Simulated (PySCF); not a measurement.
Several orderings of computed values.

All species are isolated and taken at one optimised geometry, non-relativistic unless stated; the electronic structure was computed with PySCF and density fitting.

Dipoles, sizes and rotational constants follow the conformer. The torsions of the flexible species, by atom-mapped SMILES:
- `[CH2:1]=[N:2][C:3]([CH3:4])=[O:5]`: C1–N2–C3–C4 101°
- `[CH3:1][O:2][c:3]1[cH:4][cH:5][cH:6][cH:7][n:8]1`: C1–O2–C3–C4 180°
- `[CH3:1][O:2][C@@H:3]1[CH:4]=[N:5]1`: C1–O2–C3–C4 130°
- `[CH3:1][S:2][c:3]1[cH:4][cH:5][cH:6][s:7]1`: C1–S2–C3–C4 180°
- `[CH:1]#[C:2][C:3]1([C:4]([NH2:5])=[O:6])[CH2:7][CH2:8]1`: C2–C3–C4–N5 0°, H–N5–C4–C3 180°, H–N5–C4–C3 0°
- `[CH3:1][O:2][c:3]1[cH:4][cH:5][n:6][cH:7][cH:8]1`: C1–O2–C3–C4 180°
- `[OH:1][CH2:2][c:3]1[cH:4][cH:5][cH:6][cH:7][n:8]1`: O1–C2–C3–C4 180°, H–O1–C2–C3 0°

(1) Rank by dipole moment, highest first (wB97X-D/def2-SVPD at GFN2-xTB geometries).
A. `COC1=CC=CC=N1`
B. `CSc1sccc1`
C. `C(=O)(C)N=C`
D. `CO[C@@H]1C=N1`
E. `C(C1(CC1)C(=O)N)#C`

(2) Rank by electronic spatial extent ⟨r²⟩ about the centre of nuclear charge, lowest first (wB97X-D/def2-SVPD at GFN2-xTB geometries).
A. `COc1ccccn1`
B. `CO[C@@H]1C=N1`
C. `CSc1cccs1`
D. `C=NC(C)=O`
E. `C#CC1(C(N)=O)CC1`
F. `COC1=CC=NC=C1`

(3) By how much do the two ends of that ranking differ?

(4) Rank by HOMO energy, lowest first (wB97X-D/def2-SVPD at GFN2-xTB geometries).
A. `OCc1ccccn1`
B. `COc1ccncc1`
C. `CO[C@@H]1C=N1`
D. `CSc1cccs1`

(5) By how much do the two ends of that ranking differ?

(6) Rank by HOMO–LUMO gap, highest first (wB97X-D/def2-SVPD at GFN2-xTB geometries).
A. `C(N=C)(C)=O`
B. `C#CC1(C(N)=O)CC1`
C. `COC1=CC=CC=N1`
D. `CSc1cccs1`

(7) By how much do the two ends of that ranking differ?

(8) Rank by lowest triplet excitation (Tamm–Dancoff), lowest first (TDA wB97X-D/def2-SVPD at GFN2-xTB geometries).
A. `CO[C@@H]1C=N1`
B. `CSc1cccs1`
C. `COc1ccncc1`
D. `C#CC1(C(N)=O)CC1`
E. `n1ccccc1OC`

(9) By how much do the two ends of that ranking differ?

(10) Rank by lowest singlet excitation, lowest first (TDDFT wB97X-D/def2-SVPD at GFN2-xTB geometries).
A. `C#CC1(C(N)=O)CC1`
B. `C(C)(=O)N=C`
C. `COC1=CC=CC=N1`
D. `c1nc(ccc1)CO`
E. `CO[C@@H]1C=N1`

(11) By how much do the two ends of that ranking differ?

Answers

(1) C (3.87 D), E (3.07 D), D (1.12 D), B (0.96 D), A (0.79 D).

(2) B (389 bohr²), D (409 bohr²), E (897 bohr²), A (920 bohr²), F (947 bohr²), C (1076 bohr²).

(3) By 687 bohr², between `CSc1cccs1` and `CO[C@@H]1C=N1`.

(4) C (-9.54 eV), A (-9.19 eV), B (-9.06 eV), D (-7.63 eV).

(5) By 1.91 eV, between `CSc1cccs1` and `CO[C@@H]1C=N1`.

(6) B (11.52 eV), A (10.02 eV), C (9.61 eV), D (8.86 eV).

(7) By 2.66 eV, between `C#CC1(C(N)=O)CC1` and `CSc1cccs1`.

(8) B (3.43 eV), E (4.10 eV), A (4.29 eV), C (4.40 eV), D (5.48 eV).

(9) By 2.05 eV, between `C#CC1(C(N)=O)CC1` and `CSc1cccs1`.

(10) B (4.61 eV), E (4.93 eV), C (5.24 eV), D (5.44 eV), A (5.90 eV).

(11) By 1.29 eV, between `C#CC1(C(N)=O)CC1` and `C=NC(C)=O`.
